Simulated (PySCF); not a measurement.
Compound: C₅H₁₃GaO.
SMILES: `C1[C@@H](CC[O+]1[GaH3-])C`

A linear-response calculation (PySCF, def2-SVPD basis, gas phase, vertical, core orbitals frozen in the response) gave these numbers; the functional is withheld.

Orbital energies (eV): HOMO-3 -11.60, HOMO-2 -10.73, HOMO-1 -9.49, HOMO -9.29, LUMO 1.79, LUMO+1 1.84, LUMO+2 2.43.

```
state  E (eV)       f  main configurations (H = HOMO, L = LUMO)
   S1    6.51  0.0018        H→L (57%), H→L+1 (30%), H→L+2 (8%)
   S2    6.70  0.0019                H-1→L (55%), H-1→L+1 (32%)
   S3    7.36   0.154        H→L+1 (62%), H→L (22%), H→L+2 (8%)
   S4    7.54   0.175                H-1→L+1 (62%), H-1→L (22%)
   S5    8.01   0.015   H→L+5 (22%), H→L+7 (12%), H-1→L+6 (12%)
   S6    8.13  0.0023                               H-2→L (64%)
```

Triplets, Tamm–Dancoff:

```
state  E (eV)  λ (nm)   main configurations (H = HOMO, L = LUMO)
   T1    6.18   200.6         H→L (55%), H→L+1 (27%), H→L+2 (9%)
   T2    6.34   195.7  H-1→L (54%), H-1→L+1 (27%), H-1→L+2 (10%)
   T3    7.13   173.8         H→L+1 (57%), H→L (16%), H→L+2 (9%)
   T4    7.28   170.3   H-1→L+1 (57%), H-1→L (14%), H-1→L+2 (9%)
```

Vertical ionisation energy by ΔSCF with the same functional: 9.69 eV. Mean static polarisability: 94.7 au.

Problem. Name the functional.
A. B3LYP
B. wB97X-D
C. HF
D. PBE

Solution. B. wB97X-D is range-separated, 22% exact exchange at short range and 100% at long range (ω = 0.2 bohr⁻¹). In this run −ε(HOMO) = 9.29 eV differs from the ΔSCF value by -0.39 eV, and S1 differs from the orbital gap of 11.08 eV by -4.57 eV. The ratio −ε(HOMO)/IP is 0.96. Small neutral molecules mostly give 0.89 to 0.99 with wB97X-D, 0.5 to 0.7 with PBE, 0.67 to 0.83 with B3LYP; with Hartree–Fock the ratio is 1 or more (Koopmans' value less the relaxation energy is the ΔSCF value). The other options: PBE, a GGA without exact exchange; HF, time-dependent Hartree–Fock, 100% exact exchange; B3LYP, a global hybrid with 20% exact exchange.

Computed, not measured: TDDFT wB97X-D/def2-SVPD, vertical, gas phase, core orbitals frozen in the response in PySCF. One conformer (not necessarily the lowest) at the PBE0-D3(BJ)/def2-SVP geometry, without solvent, vibrations or thermal averaging. The wB97X-D/def2-SVPD calculation is non-relativistic and has no spin–orbit coupling, an omission that weighs most on gallium.

The run took 12 min on one thread, Intel Xeon at 2.50 GHz (x86_64), on a shared host, and the process peaked at 1.3 GiB of memory.
